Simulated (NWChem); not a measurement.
## Atomisation of C$_{2}$H$_{7}$Si

```
Si
H 1 1.5022
C 1 1.8866 2 110.27
H 3 1.1006 1 111.05 2 56.40
H 3 1.1011 4 107.98 1 -121.99
H 3 1.1037 4 107.94 5 -116.43
C 1 1.8866 2 110.27 3 -124.32
H 7 1.1006 1 111.05 2 -56.40
H 7 1.1011 8 107.98 1 121.99
H 7 1.1037 8 107.94 9 116.43
```
Charge 0, spin multiplicity 2.

All runs are NWChem calculations. The geometry was optimised at UPBE0/def2-SVP, a minimum by its harmonic frequencies.

Basis set: def2-TZVP. The atomisation energy is electronic alone: no zero-point, thermal, spin-orbit or counterpoise terms. No value is extrapolated to the basis-set limit. Free atoms are single determinants with multiplicities C 3, Si 3, H 2. Correlated methods freeze the same cores in atoms and molecule, 7 orbitals in all.

Costs are rough ratios of processor time within this set of runs, SCF included, with B3LYP as 1. Costs are the molecule's.

B3LYP has NWChem's definition, with VWN1-RPA local correlation. GW and range-separated runs recompute their integrals, the others keep them in memory, which bears on the times. The structure started from a generated list of species. The unpaired electrons of the parent sit in orbitals of symmetry a' (Cs labels of the run); other states weren't searched. No SCF solution was tested for a lower state. Open-shell Hartree-Fock references start from PBE0 orbitals; any time given for them includes that run.

```csv
method,atomisation energy (kcal/mol),relative cost
B3LYP,829.7,1
BHandHLYP,817.3,under 3
BLYP,820.3,under 3
PBE0,(withheld),under 3
PBE,(withheld),under 3
HF,641.8,under 3
MP2,(withheld),3
CAM-B3LYP,(withheld),6
```

Task: Complete the blanks.

Result: 
- PBE0, atomisation energy (kcal/mol): 832.9
- PBE, atomisation energy (kcal/mol): 837.9
- MP2, atomisation energy (kcal/mol): 804.8
- CAM-B3LYP, atomisation energy (kcal/mol): 834.8
